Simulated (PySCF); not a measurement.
**Atomic charges against the basis set**

C3H7FSi.
Geometry (PBE0-D3(BJ)/def2-SVP, Å), atoms numbered from 1 in this order:
```
atom  x, y, z in Å
C1     1.2990   -0.9858    0.3691
C2     1.0143    0.4641    0.2193
F3     2.1072    1.2003    0.4565
C4    -0.1354    1.0665   -0.1015
Si5   -1.7405    0.1891   -0.4544
H6     2.1169   -1.2799   -0.3074
H7     1.6346   -1.1990    1.3966
H8     0.4176   -1.6017    0.1496
H9    -0.1034    2.1607   -0.1447
H10   -2.7515    1.1944   -0.8962
H11   -2.2703   -0.5164    0.7559
H12   -1.5841   -0.8386   -1.5319
```

PBE0 throughout (PySCF), one geometry, spherical d and f functions. Isolated species at its PBE0-D3(BJ)/def2-SVP geometry, gas phase. Atoms taken as equivalent share a column and are averaged. The first 7 of 8 kinds of atom are listed.

Mulliken charges (e):

| basis | functions | C1 | C2 | F3 | C4 | Si5 | H6/H7/H8 | H9 |
| --- | --- | --- | --- | --- | --- | --- | --- | --- |
| STO-3G | 36 | -0.258 | +0.100 | -0.080 | -0.300 | +0.543 | +0.093 | +0.074 |
| 6-31G | 63 | -0.572 | +0.385 | -0.318 | -0.532 | +0.542 | +0.202 | +0.192 |
| pcSseg-0 | 63 | -0.686 | +0.326 | -0.348 | -0.767 | +0.554 | +0.266 | +0.256 |
| 6-31G* | 88 | -0.629 | +0.470 | -0.312 | -0.485 | +0.329 | +0.210 | +0.198 |
| cc-pVDZ | 109 | -0.065 | +0.073 | -0.172 | -0.195 | +0.230 | +0.075 | +0.045 |
| def2-SVP | 109 | -0.052 | +0.148 | -0.209 | -0.329 | +0.355 | +0.072 | +0.068 |
| aug-cc-pVDZ | 182 | +0.328 | +0.646 | -0.555 | +0.207 | -0.616 | -0.107 | -0.482 |
| 6-311+G(2d,p) | 185 | -0.533 | +0.250 | -0.285 | -0.233 | +0.366 | +0.166 | +0.123 |
| def2-TZVP | 203 | -0.359 | +0.212 | -0.183 | -0.318 | +0.146 | +0.143 | +0.138 |
| cc-pVTZ | 252 | -0.297 | +0.250 | -0.162 | -0.341 | +0.167 | +0.115 | +0.126 |
| IGLO-III | 254 | -0.399 | +0.304 | -0.242 | -0.379 | +0.720 | +0.136 | +0.087 |

IAO charges (e):

```tsv
basis	functions	C1	C2	F3	C4	Si5	H6/H7/H8	H9
STO-3G	36	-0.421	+0.147	-0.092	-0.464	+0.632	+0.145	+0.134
6-31G	63	-0.461	+0.304	-0.256	-0.482	+0.443	+0.169	+0.176
pcSseg-0	63	-0.456	+0.295	-0.241	-0.492	+0.433	+0.168	+0.174
6-31G*	88	-0.442	+0.337	-0.262	-0.520	+0.573	+0.161	+0.169
cc-pVDZ	109	-0.442	+0.337	-0.263	-0.521	+0.567	+0.162	+0.170
def2-SVP	109	-0.433	+0.336	-0.263	-0.519	+0.585	+0.159	+0.167
aug-cc-pVDZ	182	-0.449	+0.339	-0.278	-0.522	+0.569	+0.165	+0.173
6-311+G(2d,p)	185	-0.451	+0.340	-0.279	-0.532	+0.602	+0.166	+0.174
def2-TZVP	203	-0.452	+0.345	-0.278	-0.537	+0.611	+0.166	+0.174
cc-pVTZ	252	-0.454	+0.345	-0.275	-0.534	+0.595	+0.166	+0.174
IGLO-III	254	-0.453	+0.342	-0.279	-0.535	+0.610	+0.167	+0.175
```

Hirshfeld charges (e):

| basis | functions | C1 | C2 | F3 | C4 | Si5 | H6/H7/H8 | H9 |
| --- | --- | --- | --- | --- | --- | --- | --- | --- |
| STO-3G | 36 | -0.044 | +0.061 | -0.037 | -0.172 | +0.354 | +0.024 | +0.018 |
| 6-31G | 63 | -0.097 | +0.105 | -0.094 | -0.186 | +0.277 | +0.053 | +0.051 |
| pcSseg-0 | 63 | -0.104 | +0.106 | -0.083 | -0.187 | +0.301 | +0.050 | +0.041 |
| 6-31G* | 88 | -0.095 | +0.107 | -0.081 | -0.186 | +0.274 | +0.053 | +0.052 |
| cc-pVDZ | 109 | -0.110 | +0.102 | -0.069 | -0.188 | +0.294 | +0.054 | +0.045 |
| def2-SVP | 109 | -0.114 | +0.109 | -0.076 | -0.189 | +0.301 | +0.055 | +0.045 |
| aug-cc-pVDZ | 182 | -0.124 | +0.099 | -0.083 | -0.193 | +0.304 | +0.058 | +0.051 |
| 6-311+G(2d,p) | 185 | -0.115 | +0.097 | -0.087 | -0.192 | +0.306 | +0.057 | +0.051 |
| def2-TZVP | 203 | -0.118 | +0.102 | -0.083 | -0.191 | +0.299 | +0.058 | +0.050 |
| cc-pVTZ | 252 | -0.120 | +0.103 | -0.078 | -0.190 | +0.296 | +0.057 | +0.048 |
| IGLO-III | 254 | -0.125 | +0.100 | -0.084 | -0.190 | +0.298 | +0.058 | +0.049 |

Some averages cover members that differ in this geometry, most widely: H6/H7/H8, Mulliken in aug-cc-pVDZ -0.273 to -0.020 e.

Question: Which scheme is steadiest as the basis changes?

Answer: Largest range over the bases for any column: Hirshfeld 0.08 e, IAO 0.20 e, Mulliken 1.34 e. Hirshfeld charges move least and Mulliken charges most, counted in e. Without the minimal STO-3G basis the ranges are Hirshfeld 0.03, IAO 0.18, Mulliken 1.34 e.

Question: How much do the charges still move between the two largest bases, cc-pVTZ and IGLO-III?

Answer: At most, over all atoms: Mulliken 0.552 e, IAO 0.014 e, Hirshfeld 0.005 e.

Question: What do the same runs give for the total energy, the frontier levels and the dipole moment?

Answer: 
```tsv
basis	energy (Eh)	HOMO (eV)	LUMO (eV)	μ (D)
STO-3G	-501.2916	-4.33	3.76	0.68
6-31G	-507.3704	-7.22	0.04	1.17
pcSseg-0	-506.6289	-7.46	-0.23	1.31
6-31G*	-507.4505	-7.15	0.02	0.99
cc-pVDZ	-507.4831	-7.24	-0.14	1.04
def2-SVP	-507.2234	-7.34	-0.22	1.10
aug-cc-pVDZ	-507.4996	-7.39	-0.44	1.05
6-311+G(2d,p)	-507.5531	-7.43	-0.44	1.07
def2-TZVP	-507.5735	-7.41	-0.39	1.03
cc-pVTZ	-507.5669	-7.38	-0.33	1.02
IGLO-III	-507.5788	-7.42	-0.42	1.05
```

The dipole is fixed by the density alone, so its range of 0.63 D shows that the density itself changes with the basis, not only its division among atoms.
